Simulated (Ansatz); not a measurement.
Geometry optimisation, Ansatz, RKS B3LYP-D4/def2-SVP.

Input:

```yaml
crystal:
  periodic: [false, false, false]
  atoms:
    - { symbol: "N", position_ang: [2.4958, -1.0721, -1.2726] }
    - { symbol: C, position_ang: [1.5817, 0.0475, -0.779] }
    - { symbol: Si, position_ang: [0.329, -0.5749, 0.4889] }
    - { symbol: O, position_ang: [-0.422, -1.8884, -0.0644] }
    - { symbol: Si, position_ang: [-1.1255, 1.1703, 0.9516] }
    - { symbol: "N", position_ang: [-2.5773, 1.0141, 0.0796] }
    - { symbol: H, position_ang: [1.8981, -1.786, -1.6468] }
    - { symbol: H, position_ang: [3.0226, -1.4185, -0.5242] }
    - { symbol: H, position_ang: [2.2182, 0.8534, -0.3059] }
    - { symbol: H, position_ang: [1.0497, 0.4883, -1.6024] }
    - { symbol: H, position_ang: [1.0828, -0.9882, 1.7509] }
    - { symbol: H, position_ang: [-1.1295, -1.7001, -0.7399] }
    - { symbol: H, position_ang: [-1.6004, 1.1995, 2.3709] }
    - { symbol: H, position_ang: [-0.5844, 2.5057, 0.624] }
    - { symbol: H, position_ang: [-3.1312, 1.832, 0.1896] }
    - { symbol: H, position_ang: [-3.1304, 0.2948, 0.524] }
basis:
  gaussian: { orbitals: def2-SVP }
hamiltonian:
  xc: b3lyp
  dispersion: d4
relax:
  f_tol: 0.015
  max_steps: 40
```

Command:

```bash
$ ansatz run input.yaml --threads 2 --pin off --max-ram 3072MiB --backend cpu --events-out ev --progress --plain --runs-dir out
```

Task: Where does it end, and by what steps?

Result: The forces met the threshold. After 20 steps the energy has fallen by 0.695 eV; O4 moved furthest, 0.90 Å.

```csv
step,energy less start (eV),largest force component (eV/Å),accepted
0,0.0000,2.662,yes
1,-0.4701,1.118,yes
2,-0.5700,0.491,yes
3,-0.5989,0.328,yes
4,-0.6192,0.231,yes
5,-0.6365,0.240,yes
6,-0.6448,0.697,yes
7,-0.6629,0.326,yes
8,-0.6762,0.100,yes
9,-0.6637,0.225,no
10,-0.6852,0.104,yes
11,-0.6869,0.177,yes
12,-0.6901,0.096,yes
13,-0.6898,0.140,no
14,-0.6915,0.026,yes
15,-0.6931,0.062,yes
16,-0.6942,0.062,yes
17,-0.6947,0.047,yes
18,-0.6949,0.016,yes
19,-0.6950,0.017,yes
20,-0.6950,0.008,yes
```

```xyz
16
Properties=species:S:1:pos:R:3
N 2.554 -1.123 -1.225
C 1.941 0.045 -0.572
Si 0.349 -0.406 0.356
O -0.606 -1.293 -0.711
Si -1.175 1.312 0.906
N -2.691 0.505 0.470
H 1.858 -1.589 -1.810
H 2.832 -1.813 -0.525
H 2.676 0.516 0.104
H 1.716 0.805 -1.341
H 0.726 -1.257 1.533
H -1.514 -0.939 -0.731
H -1.122 1.862 2.301
H -1.063 2.472 -0.030
H -3.480 1.094 0.209
H -3.023 -0.215 1.110
```

Whether the end is a true minimum wasn't checked by a vibrational analysis.

Run time: 3.2 min on 2 threads of Intel(R) Xeon(R) Platinum 8259CL CPU @ 2.50GHz (Skylake/Cascade Lake), on a shared host, peak memory 0.43 GiB.
